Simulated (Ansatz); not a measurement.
`[CH3][AlH][SiH2]S[SiH3]` and `NC[SiH2]S[SiH3]` differ in one atom or group.

Ansatz, PBE0-D4/def2-TZVP geometries, multiplicity 1. Each molecule was computed in one conformer, which needn't be the lowest.

```json
{"property": "HOMO–LUMO gap (PBE0/def2-TZVPP) / eV", "`[CH3][AlH][SiH2]S[SiH3]`": "5.66"}
{"property": "LUMO energy (B3LYP/def2-TZVPP) / eV", "`[CH3][AlH][SiH2]S[SiH3]`": "-1.53"}
{"property": "HOMO energy (PBE/def2-TZVPP) / eV", "`[CH3][AlH][SiH2]S[SiH3]`": "-5.99"}
{"property": "LUMO energy (PBE0/def2-TZVPP) / eV", "`[CH3][AlH][SiH2]S[SiH3]`": "-1.40"}
{"property": "size of the dipole moment (ωB97M-V/def2-TZVPP) / D", "`[CH3][AlH][SiH2]S[SiH3]`": "0.87"}
{"property": "HOMO energy (B3LYP/def2-TZVPP) / eV", "`[CH3][AlH][SiH2]S[SiH3]`": "-6.87"}
```

Task: Give the same properties after the change, and the shifts. (Best estimate.)

Result: Ansatz gave: 
```tsv
property	`NC[SiH2]S[SiH3]`	shift
HOMO–LUMO gap (PBE0/def2-TZVPP) / eV	6.58	0.92
LUMO energy (B3LYP/def2-TZVPP) / eV	-0.29	1.24
HOMO energy (PBE/def2-TZVPP) / eV	-5.34	0.65
LUMO energy (PBE0/def2-TZVPP) / eV	-0.10	1.30
size of the dipole moment (ωB97M-V/def2-TZVPP) / D	0.81	-0.06
HOMO energy (B3LYP/def2-TZVPP) / eV	-6.47	0.40
```

With PBE0 the HOMO rises by 0.38 eV and the LUMO rises by 1.30 eV, so the gap widens by about 0.92 eV. PBE moves the HOMO by 0.65 eV and ωB97M-V by 0.06 eV. Dipoles are sizes alone; their direction can turn.

B3LYP here is the variant with VWN-RPA as its local correlation; programs differ in this.
